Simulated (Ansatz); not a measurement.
Reaction (cleavage of the B–B bond): `FBBCl` + trimethylsilanol → `C[Si](C)(C)OBF` + `BCl`

Gas-phase electronic energies from Ansatz, PBE0-D4/def2-TZVP geometries. CCSD(T)/CBS is the MP2 limit (def2-TZVPP, def2-QZVPP) plus CCSD(T) − MP2 in def2-TZVPP, frozen cores. This one scheme is used for every species. Functionals use def2-TZVPP. HSE06 is defined as in plane-wave codes. Each species was taken in one conformer, which may not be the lowest.

`FBBCl`:

Cartesian coordinates in Å:
```
F -1.765 -0.446 -0.626
B -0.440 -0.425 -0.636
B 0.429 0.224 0.664
Cl 0.876 1.909 0.591
H 0.092 -0.882 -1.616
H 0.807 -0.380 1.623
```

`C[Si](C)(C)O`:

```xyz
15

C     0.402    0.226    1.711
Si   -0.259   -0.152    0.002
C    -0.327    1.427   -0.997
C     0.787   -1.435   -0.849
O    -1.768   -0.835    0.106
H    -0.223    0.959    2.229
H     1.414    0.638    1.657
H     0.439   -0.678    2.324
H    -0.963    2.178   -0.519
H    -0.724    1.240   -1.998
H     0.669    1.865   -1.107
H     1.815   -1.086   -0.971
H     0.388   -1.667   -1.839
H     0.811   -2.362   -0.271
H    -2.459   -0.319    0.521
```

`C[Si](C)(C)OBF`:

```xyz
17

C     1.740    0.101    0.550
Si   -0.024    0.260   -0.026
C    -0.341    1.920   -0.801
C    -1.223   -0.088    1.357
O    -0.286   -0.858   -1.252
B    -0.219   -2.188   -1.321
F     0.123   -2.906   -0.244
H     1.928   -0.893    0.963
H     2.439    0.265   -0.274
H     1.963    0.837    1.328
H    -0.194    2.725   -0.076
H     0.336    2.095   -1.641
H    -1.366    1.987   -1.176
H    -2.256   -0.034    1.004
H    -1.057   -1.084    1.775
H    -1.106    0.641    2.164
H    -0.457   -2.781   -2.331
```

`BCl`:

```xyz
4

B     0.115   -0.073    0.069
Cl   -1.195    0.752   -0.710
H     1.220    0.331   -0.115
H    -0.140   -1.010    0.756
```

Is it downhill or uphill in electronic energy at CCSD(T)/CBS, and by how much? (An estimate is asked.)

The calculation gave: Downhill: ΔE = -186.2 kJ/mol.

What do these levels give: PBE, PBE0, HSE06, HF/def2-TZVPP, MP2/CBS(def2), CCSD/CBS(def2)? (Best estimate.)

Computed: PBE -172.0, PBE0 -177.6, HSE06 -177.6, HF/def2-TZVPP -197.9, MP2/CBS(def2) -191.0, CCSD/CBS(def2) -186.5 kJ/mol.

Largest T1 diagnostic among the species: 0.014.

At CCSD(T), def2-SVP lies −22.5 kJ/mol from the extrapolated value and def2-TZVPP −1.9 kJ/mol. The D4 term adds −4.3 kJ/mol with B3LYP and −2.7 kJ/mol with PBE0; it sums over pairs of atoms, weighted by their polarisabilities, and B3LYP, whose exchange is more repulsive, gets the larger term.

B3LYP here is the variant with VWN-RPA as its local correlation; programs differ in this.
